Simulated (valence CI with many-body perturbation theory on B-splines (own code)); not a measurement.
## E1 transitions of Ta LX

Method: valence CI with perturbative core correlation (CI+MBPT): four valence electrons over a frozen Dirac-Fock core [Ne], a basis of 11 s, 11 p, 9 d, 7 f, 5 g, 2 h, 1 i functions for each j, with the one-electron correlation potential Σ1, the two-electron term Σ2, the three-electron term Σ3, Breit, model QED; selected CI, second order for the rest (own B-spline code, finite nucleus).

No measured spectrum was set against this ion. As an estimate, large intervals hold to a few tenths of a per cent, small ones and those within an open d or f shell to about a per cent.

Lines 51 to 100 of 236 in falling wavelength, among levels below 1213.0 eV, chosen from the strongest by gf and those to the six lowest levels. Wavelengths and rates use the calculated energies. Electric multipoles are in the length gauge, E1 and E2 with the static RPA response of the core. Weak lines are less certain than strong ones. Lines between different terms over intervals too small for the method are left out, as are lines whose strength nearly cancels. The highest levels of a list are the least certain.

Levels are named by their leading jj configuration (3d3/2^4 stands for four electrons in 3d with j = 3/2), which in mixed levels can hold well under half, so a name can repeat and another be missing. Letters in brackets count levels of one name in rising energy.

| λ vac (Å) | Upper | Lower | A (s⁻¹) | S (a.u.) with core polarisation | S without |
| --- | --- | --- | --- | --- | --- |
| 63.29 | (3s 3p1/2 3p3/2^2) J=1 [b] | (3s^2 3p3/2^2) J=2 | 1.79e+10 | 6.72e-03 | 6.83e-03 |
| 62.01 | (3s 3p1/2 3p3/2 3d3/2) J=2 [a] | (3s 3p1/2 3p3/2^2) J=2 [a] | 1.54e+10 | 9.09e-03 | 9.22e-03 |
| 61.87 | (3s 3p1/2^2 3d3/2) J=2 | (3s 3p1/2^2 3p3/2) J=1 | 6.38e+09 | 3.73e-03 | 3.79e-03 |
| 61.65 | (3s 3p1/2 3p3/2 3d3/2) J=2 [b] | (3s 3p1/2 3p3/2^2) J=3 | 6.06e+10 | 3.50e-02 | 3.56e-02 |
| 61.46 | (3s 3p1/2 3p3/2 3d3/2) J=2 [c] | (3s 3p1/2 3p3/2^2) J=2 [b] | 1.97e+10 | 1.13e-02 | 1.14e-02 |
| 59.82 | (3s^2 3p1/2 3d3/2) J=2 | (3s^2 3p1/2 3p3/2) J=2 | 9.37e+09 | 4.95e-03 | 5.02e-03 |
| 57.28 | (3s^2 3p1/2 3d3/2) J=2 | (3s^2 3p1/2 3p3/2) J=1 | 3.22e+08 | 1.49e-04 | 1.51e-04 |
| 56.22 | (3s 3p1/2^2 3d3/2) J=1 | (3s 3p1/2^2 3p3/2) J=2 | 5.39e+09 | 1.42e-03 | 1.44e-03 |
| 54.44 | (3s 3p1/2^2 3d3/2) J=2 | (3s 3p1/2^2 3p3/2) J=2 | 1.33e+10 | 5.31e-03 | 5.38e-03 |
| 49.58 | (3s^2 3p1/2 3d3/2) J=1 | (3s^2 3p1/2 3p3/2) J=2 | 4.97e+09 | 8.97e-04 | 9.13e-04 |
| 47.83 | (3s^2 3p1/2 3d3/2) J=1 | (3s^2 3p1/2 3p3/2) J=1 | 2.73e+09 | 4.42e-04 | 4.47e-04 |
| 47.79 | (3s 3p1/2^2 3d5/2) J=3 | (3s^2 3p1/2 3d3/2) J=2 | 3.89e+08 | 1.47e-04 | 1.48e-04 |
| 46.03 | (3s 3p1/2 3p3/2 3d5/2) J=1 [a] | (3s 3p1/2 3p3/2^2) J=1 [b] | 2.74e+10 | 3.95e-03 | 4.00e-03 |
| 45.39 | (3s 3p1/2^2 3d5/2) J=2 | (3s^2 3p1/2 3d3/2) J=2 | 7.24e+08 | 1.67e-04 | 1.70e-04 |
| 43.72 | (3s 3p1/2 3p3/2 3d5/2) J=2 [b] | (3s 3p1/2 3p3/2^2) J=2 [b] | 4.02e+10 | 8.29e-03 | 8.40e-03 |
| 42.90 | (3s 3p1/2 3p3/2 3d5/2) J=1 [b] | (3s 3p1/2 3p3/2^2) J=1 [b] | 4.45e+10 | 5.20e-03 | 5.27e-03 |
| 42.11 | (3s^2 3d3/2^2) J=2 | (3s 3p1/2 3p3/2^2) J=2 [b] | 2.21e+10 | 4.07e-03 | 4.12e-03 |
| 42.06 | (3s 3p1/2 3p3/2 3d5/2) J=3 [c] | (3s 3p1/2 3p3/2^2) J=2 [b] | 1.53e+10 | 3.94e-03 | 3.99e-03 |
| 42.02 | (3s 3p1/2 3p3/2 3d5/2) J=1 [a] | (3s 3p1/2 3p3/2^2) J=0 | 5.93e+10 | 6.52e-03 | 6.60e-03 |
| 41.91 | (3s 3p1/2 3p3/2 3d5/2) J=3 [a] | (3s 3p1/2 3p3/2^2) J=3 | 1.73e+10 | 4.40e-03 | 4.46e-03 |
| 41.70 | (3s 3p1/2^2 3d5/2) J=2 | (3s 3p1/2^2 3p3/2) J=1 | 1.62e+11 | 2.90e-02 | 2.93e-02 |
| 41.49 | (3s^2 3p3/2 3d5/2) J=2 | (3s^2 3p3/2^2) J=2 | 1.60e+11 | 2.82e-02 | 2.85e-02 |
| 41.30 | (3s 3p1/2 3p3/2 3d5/2) J=1 [b] | (3s 3p1/2 3p3/2^2) J=2 [b] | 3.80e+10 | 3.96e-03 | 4.01e-03 |
| 41.20 | (3s 3p1/2 3p3/2 3d5/2) J=1 [c] | (3s 3p1/2 3p3/2^2) J=1 [b] | 5.48e+10 | 5.68e-03 | 5.75e-03 |
| 41.14 | (3s^2 3d3/2 3d5/2) J=3 | (3s^2 3p3/2 3d3/2) J=2 | 2.09e+11 | 5.03e-02 | 5.10e-02 |
| 41.12 | (3s 3p1/2 3p3/2 3d5/2) J=0 [a] | (3s 3p1/2 3p3/2^2) J=1 [b] | 1.58e+11 | 5.43e-03 | 5.50e-03 |
| 40.98 | (3s^2 3p1/2 3d5/2) J=2 | (3s^2 3p1/2 3p3/2) J=2 | 4.01e+10 | 6.82e-03 | 6.91e-03 |
| 40.84 | (3s^2 3p1/2 3d5/2) J=3 | (3s^2 3p1/2 3p3/2) J=2 | 2.02e+11 | 4.75e-02 | 4.81e-02 |
| 40.77 | (3s 3p1/2 3p3/2 3d5/2) J=2 [a] | (3s 3p1/2 3p3/2^2) J=2 [a] | 1.64e+11 | 2.75e-02 | 2.78e-02 |
| 40.62 | (3s^2 3d3/2 3d5/2) J=3 | (3s^2 3p3/2 3d3/2) J=3 | 4.09e+10 | 9.48e-03 | 9.60e-03 |
| 40.51 | (3s 3p1/2 3p3/2 3d5/2) J=3 [b] | (3s 3p1/2 3p3/2^2) J=3 | 1.68e+11 | 3.86e-02 | 3.91e-02 |
| 40.26 | (3s 3p1/2 3p3/2 3d5/2) J=0 [b] | (3s 3p1/2 3p3/2^2) J=1 [b] | 1.99e+11 | 6.40e-03 | 6.48e-03 |
| 40.09 | (3s 3p1/2 3p3/2 3d5/2) J=4 [b] | (3s 3p1/2 3p3/2^2) J=3 | 1.79e+11 | 5.14e-02 | 5.20e-02 |
| 40.05 | (3s 3p1/2 3p3/2 3d5/2) J=2 [b] | (3s 3p1/2 3p3/2^2) J=3 | 6.61e+10 | 1.05e-02 | 1.06e-02 |
| 39.87 | (3s 3p1/2^2 3d5/2) J=3 | (3s 3p1/2^2 3p3/2) J=2 | 1.91e+11 | 4.19e-02 | 4.24e-02 |
| 39.86 | (3s 3p1/2 3p3/2 3d5/2) J=2 [d] | (3s 3p1/2 3p3/2^2) J=1 [b] | 3.45e+11 | 5.40e-02 | 5.47e-02 |
| 39.80 | (3s^2 3p3/2 3d5/2) J=1 | (3s^2 3p3/2^2) J=0 | 3.16e+11 | 2.95e-02 | 2.99e-02 |
| 39.77 | (3s^2 3p1/2 3d5/2) J=2 | (3s^2 3p1/2 3p3/2) J=1 | 2.73e+11 | 4.24e-02 | 4.30e-02 |
| 39.72 | (3s 3p1/2 3p3/2 3d5/2) J=1 [c] | (3s 3p1/2 3p3/2^2) J=1 [a] | 2.63e+11 | 2.44e-02 | 2.48e-02 |
| 39.54 | (3s 3p1/2 3p3/2 3d5/2) J=3 [d] | (3s 3p1/2 3p3/2^2) J=2 [b] | 3.71e+11 | 7.93e-02 | 8.03e-02 |
| 39.50 | (3s 3p1/2 3p3/2 3d5/2) J=3 [a] | (3s 3p1/2 3p3/2^2) J=2 [a] | 2.84e+11 | 6.04e-02 | 6.12e-02 |
| 39.40 | (3s 3p1/2 3p3/2 3d5/2) J=2 [c] | (3s 3p1/2 3p3/2^2) J=2 [b] | 1.21e+11 | 1.83e-02 | 1.85e-02 |
| 39.39 | (3s 3p1/2 3p3/2 3d5/2) J=1 [b] | (3s 3p1/2 3p3/2^2) J=0 | 1.81e+11 | 1.64e-02 | 1.66e-02 |
| 39.39 | (3s 3p1/2 3p3/2 3d5/2) J=2 [c] | (3s 3p1/2 3p3/2^2) J=1 [a] | 2.95e+11 | 4.44e-02 | 4.50e-02 |
| 38.69 | (3s^2 3d3/2^2) J=2 | (3s 3p1/2 3p3/2^2) J=3 | 2.44e+10 | 3.48e-03 | 3.53e-03 |
| 38.54 | (3s^2 3p3/2 3d5/2) J=3 | (3s^2 3p3/2^2) J=2 | 6.01e+11 | 1.19e-01 | 1.20e-01 |
| 38.31 | (3s 3p1/2 3p3/2 3d5/2) J=4 [c] | (3s 3p1/2 3p3/2^2) J=3 | 2.13e+11 | 5.33e-02 | 5.40e-02 |
| 38.26 | (3s 3p1/2 3p3/2 3d5/2) J=3 [b] | (3s 3p1/2 3p3/2^2) J=2 [a] | 1.24e+11 | 2.41e-02 | 2.44e-02 |
| 38.20 | (3s 3p1/2 3p3/2 3d5/2) J=1 [a] | (3s 3p1/2 3p3/2^2) J=2 [a] | 4.70e+10 | 3.88e-03 | 3.94e-03 |
| 38.19 | (3s 3p1/2^2 3d5/2) J=2 | (3s 3p1/2^2 3p3/2) J=2 | 4.80e+10 | 6.60e-03 | 6.69e-03 |
